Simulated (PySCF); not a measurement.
OZn, SMILES [O]=[Zn]. The structure is a stationary point at PBE0-D3(BJ)/def2-TZVPD.

Computed equilibrium geometry at PBE0-D3(BJ)/def2-TZVPD (PySCF confirms it by a frequency run) as a Z-matrix, and its point group:
point group C∞v.
```
Zn
O 1 1.7007
```
Charge 0, spin multiplicity 1.
